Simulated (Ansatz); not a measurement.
Stepwise reaction of `OB(O[SiH3])O[SiH3]` with water, as a gas-phase model of exchange steps in deposition or etching. ΔE in kJ/mol.

Computed with Ansatz on PBE0-D4/def2-TZVP structures; ΔE is electronic, products minus reactants. CCSD(T)/CBS is the MP2 limit (def2-TZVPP, def2-QZVPP) plus CCSD(T) − MP2 in def2-TZVPP, frozen cores. This one scheme is used for every species. Functionals use def2-TZVPP. B3LYP here is the variant with VWN-RPA as its local correlation; programs differ in this. One conformer a species, not always the lowest.

```
step                                     reaction  PBE-D4  B3LYP-D4  ωB97M-V  CCSD(T)/CBS
   2  `OB(O)O[SiH3]` + H₂O → `OB(O)O` + `O[SiH3]`     1.2       4.8      3.0          7.3
```

**Question.** Give the row of step 1, `OB(O[SiH3])O[SiH3]` + H₂O → `OB(O)O[SiH3]` + `O[SiH3]`. (An estimate is asked.)

**Answer.** The calculation gave: 
```tsv
step	reaction	PBE-D4	B3LYP-D4	ωB97M-V	CCSD(T)/CBS
1	`OB(O[SiH3])O[SiH3]` + H₂O → `OB(O)O[SiH3]` + `O[SiH3]`	2.0	6.1	3.3	7.7
```

**Question.** By hand: ΔE of the 2 steps together at CCSD(T)/CBS.

**Answer.** (7.7) + (7.3) = 15.0 kJ/mol, or 7.5 kJ/mol a step.

In ΔE the steps differ by no more than 0.4 kJ/mol. All are uphill at CCSD(T)/CBS. PBE-D4 differs from CCSD(T)/CBS by -6.1 to -5.7 kJ/mol a step. Only this route is followed, and other bonds may react first. Isolated molecules leave out the surface, adducts and barriers. Largest T1 diagnostic: 0.012.
